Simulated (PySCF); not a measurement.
## Where the electron goes

C6H12FN.
Z-matrix (Å and degrees, GFN2-xTB geometry), rows numbered from 1:
```
C 
C   1  1.5272
C   2  1.5262  1  111.26
C   2  1.5361  1  112.03  3  -125.17
F   4  1.3861  2  108.19  1   -70.78
C   4  1.5299  2  115.23  1    50.22
C   6  1.5030  4  110.72  2   170.23
N   7  1.2513  6  128.13  4  -125.75
H   1  1.0874  2  110.31  3   174.92
H   1  1.0876  2  111.08  3    53.84
H   1  1.0871  2  109.89  3   -65.73
H   2  1.0963  1  108.16  3   118.96
H   3  1.0878  2  110.93  1  -179.64
H   3  1.0876  2  111.16  1   -58.78
H   3  1.0869  2  109.77  1    60.62
H   4  1.0993  2  109.50  1   174.87
H   6  1.0926  4  108.42  2   -71.05
H   6  1.0914  4  109.64  2    48.16
H   7  1.0863  6  115.17  4    53.81
H   8  1.0208  7  115.12  6    -0.38
```

Theory: TDDFT PBE0/def2-SVPD, vertical, gas phase, core orbitals frozen in the response in PySCF 2.14.0, density-fitted response routines.

Frontier orbitals with the atoms that hold most of them (Löwdin shares over 4%, at most four atoms; ? is withheld):

```
orbital  ε (eV)                            atoms
 HOMO-3   -9.74   N8 15%, C2 14%, C7 12%, C3 10%
 HOMO-2   -9.34   F5 22%, C4 20%, C2 16%, C1 12%
 HOMO-1   -8.92    N8 32%, C7 19%, C6 10%, C4 9%
   HOMO   -7.38                                ?
   LUMO   -0.14                                ?
 LUMO+1    0.55   C3 18%, C1 10%, H18 8%, H14 7%
 LUMO+2    1.08  H12 12%, H18 10%, H20 9%, C6 8%
```

Q: Which atoms hold the LUMO, and with what shares?

A: C7 (bonded to C, N and H) 37%; N8 (bonded to C and H) 36%; C6 (bonded to 2 C and 2 H) 7%; H19 (bonded to C) 5%. By element: carbon 44% or more, nitrogen 36%, hydrogen 5% or more.

Q: Which atoms hold the HOMO, and with what shares?

A: N8 (bonded to C and H) 58%; C7 (bonded to C, N and H) 14%; C6 (bonded to 2 C and 2 H) 9%; H20 (bonded to N) 8%. By element: nitrogen 58%, carbon 23% or more, hydrogen 8% or more.

Q: How does S1 compare with the orbital gap of 7.24 eV?

A: S1 is at 5.20 eV (f = 0.0020), 2.04 eV below the gap, made of HOMO→LUMO (99%). Without the coupling terms of the response equations the lowest excitation would equal the gap.

Q: Give energy, strength and leading configuration of S1 and S2, and follow the Löwdin shares of the leading atoms from the occupied to the empty orbital.

A: 
- S1 (5.20 eV, f 0.0020), HOMO→LUMO (99%): N8 58% → 36%, C7 14% → 37%
- S2 (6.96 eV, f 0.023), HOMO→LUMO+1 (76%): N8 58% → at most 8%, C7 14% → at most 8%, C3 at most 8% → 18%, C1 at most 8% → 10%

Löwdin shares depend on the basis, the more so with diffuse functions.

The run took 60 s wall (with the writing of density and orbital grids) on one thread, Arm Neoverse V2 (aarch64), no GPU, shared host with 96 logical CPUs at a one-minute load of 60, and the process peaked at 1.1 GiB of memory.

One conformer stands for the species.
